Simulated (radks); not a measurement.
Task: Ga3+, 28 electrons, occupied as [Ar] 3d10 (the NIST ground configuration). Calculated with a radial shooting solver on a logarithmic mesh with Libxc functionals: scalar-relativistic Kohn-Sham, r2SCAN, spin-polarised, spherical densities, finite nucleus; meta-GGA in the generalised Kohn-Sham scheme; Fermi nuclear charge, rms radius 3.9973 fm. Some entries of the table are withheld. Estimate them.

orbital,occ.,eigenvalue (hartree),<r^2> (bohr^2)
1s,2,-378.2871,0.003180
2s,2,-48.03747,0.05583
2p,6,(1),0.04456
3s,2,-6.84784,0.4895
3p,6,-4.97459,0.5419
3d,10,(2),0.7836

Result: 
(1) 2p eigenvalue (hartree): -41.90584
(2) 3d eigenvalue (hartree): -1.94313
